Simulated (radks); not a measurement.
Values are calculated unless marked as measured or tabulated.
Question: Species: Yb2+. Configuration: [Xe] 4f14. Code: a radial shooting solver on a logarithmic mesh with Libxc functionals. Model: non-relativistic Kohn-Sham, exchange-only LDA, spin-polarised, spherical densities, point nucleus; relativity is left out, which matters for an element this heavy. Some entries of the table are withheld. Estimate them.

| orbital | occ. | eigenvalue (eV) | <r> (bohr) | r(max) (bohr) |
|---|---|---|---|---|
| 1s | 2 | -56721.63 | 0.02166 | 0.01437 |
| 2s | 2 | (1) | 0.09178 | 0.07845 |
| 2p | 6 | -8805.861 | 0.07768 | 0.06093 |
| 3s | 2 | -2065.941 | 0.2346 | 0.2166 |
| 3p | 6 | (2) | 0.2244 | 0.2044 |
| 3d | 10 | -1536.621 | 0.1975 | 0.1618 |
| 4s | 2 | -401.7332 | 0.5275 | 0.4905 |
| 4p | 6 | -326.8023 | 0.5375 | 0.4929 |
| 4d | 10 | -191.2162 | 0.5631 | 0.4931 |
| 5s | 2 | -58.3204 | 1.321 | 1.166 |
| 5p | 6 | -38.7478 | 1.500 | 1.281 |
| 4f | 14 | -20.1526 | 0.7446 | 0.4745 |

Answer: 
(1) 2s eigenvalue (eV): -9208.666
(2) 3p eigenvalue (eV): -1881.485
